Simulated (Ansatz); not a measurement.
`[SH][Ge]([SH])([Cl])[Cl]`. The species carries charge 0 and has multiplicity 1. Geometry: relaxed with PBE0-D4/def2-TZVP. It is one conformer, not always the lowest.

```xyz
7

S    -0.895    1.227    1.498
Ge    0.083   -0.064    0.017
S    -0.971    0.211   -1.887
Cl    2.159    0.391   -0.261
Cl    0.044   -2.088    0.720
H    -0.539    0.429    2.519
H     0.119   -0.106   -2.607
```

(1) What is the dipole moment at r2SCAN/def2-TZVPP? (Estimate.)

(2) And with PBE, B3LYP, ωB97M-V? (Estimate.)

(3) Give the Mulliken charges with r2SCAN, ωB97M-V, B3LYP in def2-TZVPP. (An estimate is asked.)

## Answers

(1) Computed: 0.31 D, with components (-0.24, 0.19, -0.05) D in this frame, pointing from negative to positive charge.

(2) Computed: PBE 0.32 D, B3LYP 0.37 D, ωB97M-V 0.36 D.

(3) The calculation gave: 
| atom | r2SCAN | ωB97M-V | B3LYP |
| --- | --- | --- | --- |
| S1 | -0.25 | -0.22 | -0.24 |
| Ge2 | 0.80 | 0.63 | 0.76 |
| S3 | -0.25 | -0.22 | -0.24 |
| Cl4 | -0.28 | -0.24 | -0.27 |
| Cl5 | -0.28 | -0.24 | -0.27 |
| H6 | 0.13 | 0.14 | 0.13 |
| H7 | 0.13 | 0.14 | 0.13 |

B3LYP here is the variant with VWN-RPA as its local correlation; programs differ in this.
